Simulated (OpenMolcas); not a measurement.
**Rh3+: moving or changing the point charges**

Rh3+ among 6 point charges of -1.5 e arranged as a trigonal prism (D3h), 2.03 Å from the ion, with a polar angle of 54.5° against the regular 49.1°.

```json
{
  "Program": "OpenMolcas 26.06",
  "Method": "CASSCF",
  "Basis": "ANO-RCC-VDZP [6s5p3d1f]",
  "Scalar Hamiltonian": "DKH2, point nucleus",
  "Active space": "6 electrons in 5 orbitals (4d)",
  "State averaging": "2S+1 = 5 even, 5 roots; 2S+1 = 3 even, 45 roots; 2S+1 = 1 even, 50 roots",
  "Spin-orbit coupling": "state interaction with AMFI integrals over the reference wave functions"
}
```

Runs around this geometry, states (labels of D3, the rotations of D3h). Energies in cm-1 above the lowest state or level, χT in cm3 K/mol.

| R (Å) | q (e) | Polar angle / regular | Ground state | First state of that spin | First gap with spin-orbit (degeneracies) | χT at 300 K | First state of another spin |
| --- | --- | --- | --- | --- | --- | --- | --- |
| 2.03 | -0.98 | 1.11 | 5A1 | 5E 1157 | 81.5 (1, 2) | 4.608 | 3A2 18564 |
| 1.86 | -1.5 | 1.11 | 5A1 | 5E 2073 | 66.5 (1, 2) | 3.714 | 3A2 16708 |
| 2.03 | -1.5 | 1.11 | 5A1 | 5E 1534 | 77.1 (1, 2) | 4.101 | 3A2 17846 |
| 2.27 | -1.5 | 1.11 | 5A1 | 5E 974.0 | 79.4 (1, 2) | 4.770 | 3A2 18600 |
| 2.03 | -1.5 | 1.2 | 5A1 | 5E 5258 | 82.7 (1, 2) | 3.869 | 3E 20120 |

Taking the first state of the same spin as R^-n, n = -ln(974 / 2073) / ln(2.27 / 1.86) = 3.8 between the shortest and longest distance.

Scaling the charges by -0.98 / -1.5 = 0.65 scales the first state of the same spin by 1157 / 1534 = 0.75; with fixed orbitals a first-order splitting would follow the charge.

Without dynamic correlation the repulsion within the d shell is too large (B by tens of per cent), so at a given field states of lower spin stand too high. Point charges give a weaker field than real ligands, and real ions of this kind are as a rule low spin; the high spin found here belongs to the model. The ground term spreads over less than 5000 cm-1, several times less than with real ligands, so orbital moments are less quenched and χT lies further from the spin-only value than at real sites (holds for R = 2.03, q = -0.98, ratio = 1.11; R = 2.03, q = -1.5, ratio = 1.11; R = 2.27, q = -1.5, ratio = 1.11). Point charges carry no covalency, so the field is a model and not that of real ligands. A group larger than the point group allows holds several states that coincide in this model. No measured value stands beside these numbers.
